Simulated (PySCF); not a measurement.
**TiH₂ + TiF₂ → 2 TiHF**

Level: PBE0 in the def2-TZVP basis family, all electrons, no relativity, computed in PySCF with density fitting; open shells unrestricted.

| species | state and structure | E (Eh) | ZPE (kJ/mol) | H(298 K) − H(0) (kJ/mol) | S° (J/(mol K)) |
| --- | --- | --- | --- | --- | --- |
| TiH₂ | triplet, C2v, Ti–H 1.757 Å (×2); H–Ti–H 122.2° | -850.34086 | 22.5 | 10.4 | 227.1 |
| TiF₂ | triplet, C2v, Ti–F 1.792 Å (×2); F–Ti–F 139.4° | -1048.94908 | 9.0 | 12.4 | 279.9 |
| TiHF | triplet, Cs, Ti–F 1.785 Å, Ti–H 1.752 Å; F–Ti–H 124.7° | -949.64573 | 16.2 | 11.1 | 259.4 |

(1) What is the electronic reaction energy?

(2) Add zero-point, thermal and entropy terms for 298.15 K and 1 bar.

Results:

(1) At PBE0/def2-TZVP, ΔE = -4.0 kJ/mol from the differences of the total energies times 2625.5, downhill. Ligand scrambling is nearly thermoneutral, as expected when bond energies add up.

(2) ΔZPE = 0.9 and Δ[H(298) − H(0)] = -0.6 kJ/mol give ΔH° = -3.7 kJ/mol. ΔS° = 11.8 J/(mol K), so ΔG° = -3.7 − 298.15 × (0.0118) = -7 kJ/mol and log₁₀K = 1.3.

Open d or f shells are single determinants, so the state found may not be the ground state. Each species is the lowest minimum found with this bonding; other isomers or fragments can lie lower.
